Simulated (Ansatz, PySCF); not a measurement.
Process, species as SMILES: [SiH3]P → [SiH2]P + H atom (the H-Si bond at the site shown breaks; other sites are not compared here)
Each molecule is optimised on its own at B3LYP-D3(BJ)/def2-TZVP (Ansatz, an electronic-structure program), one conformer each, not searched for the lowest.

Quantity: bond dissociation energy (electronic energy difference), in eV. Cores are frozen in the correlated levels unless marked. Open shells are spin-unrestricted. No spin-orbit coupling. No relativistic terms. CBS marks a two-point X^-3 extrapolation of the correlation energy; Hartree-Fock from the larger set. The bracket is a focal-point correction in the basis named.

```
level                     program  bond dissociation energy (eV)
------------------  -------------  -----------------------------
HF/STO-3G                  Ansatz                           4.50
HF/6-31G*                  Ansatz                           3.19
BP86-D4/def2-TZVPD  PySCF + dftd4                           3.93
BP86/def2-TZVPD             PySCF                           3.93
```

### Question
What does RI-MP2/CBS(aug-cc-pV(T+d)Z,aug-cc-pV(Q+d)Z)+[CCSD(T)-MP2]/aug-cc-pV(T+d)Z (Ansatz) give?

### Answer
4.09 eV, so BP86/def2-TZVPD differs from it by -0.16 eV.
